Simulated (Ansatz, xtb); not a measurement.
Worked example: NaI + CH5N → NaNH2 + CH3I

Species: NaI (Sodium Iodide), singlet; CH5N (methylamine) `CN`, singlet; NaNH2 `[NH2][Na]`, singlet; CH3I (methyl iodide) `CI`, singlet. The partners trade I for NH2: Na–I and C–NH2 bonds give way to Na–NH2 and C–I.

Shapes, held fixed at every level: PBE0-D4/def2-TZVP. Programs: Ansatz 0.2.0, xtb 6.7.1. The zero-point and thermal change to 298 K, harmonic and unscaled (PBE0-D4/def2-TZVP), is -13.7 kJ/mol.

At CCSD(T)/def2-TZVPP; 1 Eh = 2625.50 kJ/mol:

```
species  energy (Eh)
    NaI  -459.252961
   CH5N   -95.699696
  NaNH2  -217.894701
   CH3I  -336.975382
```

Q: Work out ΔH(298 K) of the reaction at this level.

A: 
1. Products less reactants: (-217.894701) + (-336.975382) − [(-459.252961) + (-95.699696)] = 0.082574 Eh = +216.8 kJ/mol.
2. With the thermal change: +216.8 + (-13.7) = +203.1 kJ/mol.

Other levels give +193.5 (PBE-D4/def2-TZVPP) to +283.8 kJ/mol (HF/def2-SVP). No measured value is set beside it here. For atoms past krypton def2 sets carry core potentials with scalar relativity. Correlated rows may include outer-core shells of I, Na, which these sets cover unevenly.
